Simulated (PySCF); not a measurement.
UHF on Nb⁺ (niobium, charge +1)

Configuration: [Kr] 4d4, high-spin 5D determinant. Computed with PySCF 2.14 in cc-pVDZ-PP with ECP28MDF, with a scalar-relativistic core potential.

```json
{"Total energy": "-55.926941 hartree", "One-electron energy": "-93.0020 hartree", "Hartree (Coulomb) energy": "43.3672 hartree", "Exchange energy": "-6.2922 hartree", "⟨S²⟩": "6.0031", "⟨L²⟩": "6.048", "Sum of ⟨r⟩": "18.43 bohr", "Sum of ⟨r²⟩": "34.52 bohr²", "Traceless quadrupole moment −½Σ⟨3z² − r²⟩ along its main axis": "-1.79 e·bohr²", "Time after the integrals": "0.1 s of wall time on 1 thread of Neoverse-V2 (shared host)"}
```

```
shell  electrons  mean orbital energy (hartree)  spread (hartree)  rms radius, mean of both spins (bohr)
 4s α          1                       -2.97248                 0                                   1.25
 4s β          1                       -2.80398                 0                                   1.25
 4p α          3                       -1.93814           0.02565                                   1.41
 4p β          3                       -1.70772           0.04745                                   1.41
 4d α          4                       -0.53446           0.04129                                   2.20
```

Energies and moments cover only the electrons outside the core potential.
